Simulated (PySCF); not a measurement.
## Electronic absorption of C6H7F3Si

C₆H₇F₃Si.
Numbering: `[CH3:1][Si@H:2]1[CH:3]=[CH:4][C:5]([C:6]([F:7])([F:8])[F:9])=[CH:10]1` (hydrogens: H11, H12, H13 on C1; H14 on Si2; H15 on C3; H16 on C4; H17 on C10)

Computed with TDDFT PBE0/def2-SVPD, vertical, gas phase, core orbitals frozen in the response (PySCF). Geometry: PBE0-D3(BJ)/def2-SVP; no solvent, vibrations or thermal averaging. Torsions of this conformer, `[CH3:1][Si@H:2]1[CH:3]=[CH:4][C:5]([C:6]([F:7])([F:8])[F:9])=[CH:10]1`: C4–C5–C6–F7 178°.

Task: What does the calculation give for the low-lying excited states?

Result: 

```csv
state,E (eV),λ (nm),ν̃ (cm⁻¹),f,"main configurations (H = HOMO, L = LUMO)"
S1,4.45,278.4,35920,0.048,H→L (98%)
S2,5.57,222.7,44900,0.0010,"H-3→L (36%), H-2→L (35%), H-1→L (28%)"
S3,5.79,214.1,46700,0.011,"H-3→L (60%), H-1→L (29%), H-2→L (9%)"
S4,6.13,202.4,49410,0.089,"H-2→L (46%), H-1→L (34%), H→L+1 (13%)"
S5,6.85,181.0,55250,0.062,"H→L+1 (59%), H→L+3 (12%), H→L+2 (11%)"
S6,6.91,179.4,55730,0.063,"H→L+2 (62%), H-4→L (14%)"
S7,7.14,173.7,57560,0.019,"H→L+4 (39%), H→L+3 (35%), H-4→L (17%)"
S8,7.22,171.7,58260,0.0077,"H→L+3 (39%), H→L+4 (38%), H→L+2 (14%)"
S9,7.47,165.9,60270,0.0098,H-5→L (93%)
S10,7.75,160.0,62510,0.014,"H→L+5 (57%), H→L+6 (33%)"
```

Triplets (Tamm–Dancoff): T1 2.68 eV, H→L (96%); T2 4.61 eV, H→L+1 (24%), H-2→L (22%), H-1→L (20%); T3 5.10 eV, H-3→L (40%), H-2→L (33%), H-1→L (23%); T4 5.23 eV, H-3→L (55%), H-1→L (27%), H-2→L (15%).

The lowest singlet comes at 278 nm (430 kJ/mol) in the ultraviolet; it is of moderate strength; its leading configuration is HOMO→LUMO (98%). The most intense listed level is S4 at 6.13 eV (202 nm, f = 0.089), 1.67 eV above S1. Löwdin shares by element: HOMO carbon 87% or more; LUMO carbon 72% or more (atoms not listed hold the other 28%). Of the 10 states listed, 7 reach f = 0.01 and none stays under 0.0005. Weighted by f, the mean energy of these states is 6.35 eV. Orbital energies (eV): HOMO-3 -9.27, HOMO-2 -9.13, HOMO-1 -9.09, HOMO -7.28, LUMO -1.99, LUMO+1 0.58, LUMO+2 0.66. All these states lie below the vertical ionisation energy of 9.12 eV (ΔSCF). The window holds the lowest 10 singlets.
